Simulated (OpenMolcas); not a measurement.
Tc5+ (d2) among equal point charges was computed by CASSCF with the d shell active (OpenMolcas, ANO-RCC-VDZP on the metal). Its lowest spin-free states, and all those of the highest spin:

```tsv
2S+1	Degeneracy	E (cm-1)
3	1	0.0
3	3	3692
3	3	6464
1	2	13975
1	3	17188
3	3	18700
1	1	21343
1	3	22572
1	2	24649
1	3	25209
1	1	52230
```

Is the site octahedral, tetrahedral or cube-like, axial, or of lower symmetry?

The states with 2S+1 = 3 have orbital degeneracies 1, 3, 3, 3. Threefold states need a cubic site. For d2 at this spin an octahedron puts the threefold T1 below the threefold T2 and a tetrahedron or cube puts the single A2 below the threefold T2, so the site is a tetrahedron or a cube, which this pattern cannot tell apart. The first gap at this spin, 3690 cm-1, is |10Dq| in ligand-field theory. The run had Tc5+ among 8 point charges of -0.6 e arranged as a cube (Oh), 1.79 Å from the ion.

Without dynamic correlation the repulsion within the d shell is too large (B by tens of per cent), so at a given field states of lower spin stand too high. This is an electrostatic model: the charges have no orbitals. No measured value stands beside these numbers.
